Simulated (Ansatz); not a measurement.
## Abstraction of Cl: NbCl5 + GaHCl → NbCl4 + GaHCl2

Gas-phase species: NbCl5 (niobium pentachloride) `[Cl][Nb]([Cl])([Cl])([Cl])[Cl]`, singlet; GaHCl `[Cl][GaH]`, doublet; NbCl4 `[Cl][Nb]([Cl])([Cl])[Cl]`, doublet; GaHCl2 `[Cl][GaH][Cl]`, singlet. A radical takes Cl: the energy is the difference in strength between the Nb–Cl bond broken and the Ga–Cl bond made.

Shapes, held fixed at every level: PBE0-D4/def2-TZVP. Programs: Ansatz 0.2.0. The zero-point and thermal change to 298 K, harmonic and unscaled (PBE0-D4/def2-TZVP), is +3.2 kJ/mol.

```json
{"level": "MP2/def2-TZVPP", "kind": "perturbation theory", "ΔH(298 K) (kJ/mol)": "-117.8", "less CCSD(T)/def2-TZVPP": "+37.5"}
{"level": "B3LYP-D4/def2-TZVPP", "kind": "global hybrid", "ΔH(298 K) (kJ/mol)": "-135.5", "less CCSD(T)/def2-TZVPP": "+19.8"}
{"level": "PBE0-D4/def2-TZVPP", "kind": "global hybrid", "ΔH(298 K) (kJ/mol)": "-143.4", "less CCSD(T)/def2-TZVPP": "+11.9"}
{"level": "wB97M-V/def2-TZVPP", "kind": "range-separated hybrid", "ΔH(298 K) (kJ/mol)": "-161.0", "less CCSD(T)/def2-TZVPP": "-5.7"}
{"level": "CCSD/def2-SVP", "kind": "coupled cluster or CI", "ΔH(298 K) (kJ/mol)": "-178.9", "less CCSD(T)/def2-TZVPP": "-23.6"}
{"level": "CCSD/def2-TZVPP", "kind": "coupled cluster or CI", "ΔH(298 K) (kJ/mol)": "-186.0", "less CCSD(T)/def2-TZVPP": "-30.7"}
{"level": "CCSD(T)/def2-TZVPP", "kind": "coupled cluster or CI", "ΔH(298 K) (kJ/mol)": "-155.3", "less CCSD(T)/def2-TZVPP": "0.0"}
```

The highest level, CCSD(T)/def2-TZVPP, gives ΔH(298 K) = -155.3 kJ/mol; the levels span -186.0 to -117.8. The column of differences is taken from that level and isn't an error. No measured value is set beside it here. Open shells run unrestricted. For atoms past krypton def2 sets carry core potentials with scalar relativity. Relativity is left out for Ga. Outer-core shells of Ga, Nb are correlated, in sets that cover them unevenly.
